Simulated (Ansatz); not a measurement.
Reaction (atomization): `O=[CH][Ga]([F])[GeH3]` → C• + F• + Ga• + Ge• + 4 H• + O•

Program: Ansatz. Geometries: PBE0-D4/def2-TZVP. ΔE: electronic, gas phase. CCSD(T)/CBS adds triple-zeta CCSD(T) − MP2 to the extrapolated MP2 energy (def2 sets, frozen cores). This one scheme is used for every species, atoms too. For atomizations the MP2-based limit and the directly extrapolated one differ by several kJ/mol either way, and by 10 to 25 for some Ge, Se and Sn compounds, so smaller differences from it don't rank the levels. DFT in def2-TZVPP. B3LYP here is the variant with VWN-RPA as its local correlation; programs differ in this. HSE06 is defined as in plane-wave codes. Open shells (•) are unrestricted, without spin–orbit coupling. Spin–orbit coupling would lower the free atoms: a little for C, F, O; clearly for Ga, Ge. For Ga, Ge outer-core shells are correlated without core-valence functions, so the limit isn't a true one: a few kJ/mol of doubt a bond, and 10 to 20 or more in all where bonds break to atoms. Scalar relativity is left out up to krypton. One conformer a species, not always the lowest.

```csv
level,ΔE (kcal/mol),difference from CCSD(T)/CBS
LDA (SPW92),813.7,113.4
PBE-D4,712.9,12.6
revPBE-D4,691.1,-9.2
BLYP-D4,696.4,-3.9
r2SCAN-D4,702.2,1.9
B97M-V,701.5,1.2
PBE0-D4,692.3,-8.0
B3LYP-D4,691.9,-8.4
r2SCAN0-D4,682.6,-17.7
HSE06-D4,692.7,-7.6
BHLYP-D4,664.3,-36.0
CAM-B3LYP-D4,697.7,-2.6
ωB97X-V,701.9,1.6
B2PLYP,688.9,-11.4
PBE-QIDH,690.6,-9.7
PBE,708.6,8.3
revPBE,680.2,-20.1
BLYP,687.3,-13.0
r2SCAN,701.2,0.9
PBE0,688.6,-11.7
B3LYP,684.9,-15.4
r2SCAN0,681.3,-19.0
HSE06,689.2,-11.1
BHLYP,658.2,-42.1
CAM-B3LYP,693.8,-6.5
LC-ωPBE,696.6,-3.7
HF/def2-SVP,484.9,-215.4
MP2/def2-SVP,673.4,-26.9
CCSD/def2-SVP,649.9,-50.4
CCSD(T)/def2-SVP,659.4,-40.9
HF/def2-TZVPP,480.3,-220.0
MP2/def2-TZVPP,700.5,0.2
SCS-MP2/def2-TZVPP,692.8,-7.5
CCSD/def2-TZVPP,671.7,-28.6
CCSD(T)/def2-TZVPP,685.5,-14.8
HF/def2-QZVPP,481.2,-219.1
MP2/def2-QZVPP,709.4,9.1
SCS-MP2/def2-QZVPP,703.4,3.1
MP2/CBS(def2),715.4,15.1
CCSD/CBS(def2),686.6,-13.7
CCSD(T)/CBS,700.3,0
```

Largest T1 diagnostic among the species: 0.015.

At CCSD(T), def2-SVP lies −40.9 kcal/mol from the extrapolated value and def2-TZVPP −14.8 kcal/mol: correlation converges slowly with the basis, and small sets miss more of it in the bonded molecule than in its fragments. From PBE to PBE0 (25 % exact exchange), in def2-TZVPP and without D4, ΔE moves by −20.0 kcal/mol: exact exchange takes away binding that semilocal exchange gives to molecules.
